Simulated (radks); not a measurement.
Charge is removed step by step from the 3p (averaged over the sub-levels emptied) level of Kr2+, starting from [Ar] 3d10 4s2 4p4. All-electron calculation, Dirac Kohn-Sham, PBE, spin-unpolarised, spherical densities, point nucleus; open shells are shared between the two j in proportion to 2j + 1. Program: a radial shooting solver on a logarithmic mesh with Libxc functionals.

removed (e)  E - E(0) (eV)  eigenvalue (eV)  E minus straight line (eV)
0                    0.000          -220.66                       0.000
0.1                 22.209          -223.53                      -1.320
0.2                 44.706          -226.42                      -2.353
0.3                 67.493          -229.33                      -3.095
0.4                 90.572          -232.26                      -3.545
0.5                 113.95          -235.21                      -3.701
0.6                 137.61          -238.18                      -3.561
0.7                 161.58          -241.17                      -3.122
0.8                 185.85          -244.18                      -2.384
0.9                 210.42          -247.21                      -1.344
1                   235.29          -250.26                       0.000

Removing the whole electron costs 235.29 eV by Delta-SCF, against 220.66 eV from minus the eigenvalue at the starting occupation. Slater's transition state (half an electron removed) gives 235.21 eV. Integrating minus the eigenvalue over the occupation (Janak's theorem) gives 235.29 eV. The mean slope of the eigenvalue, de/dn, is 29.6 eV per electron.
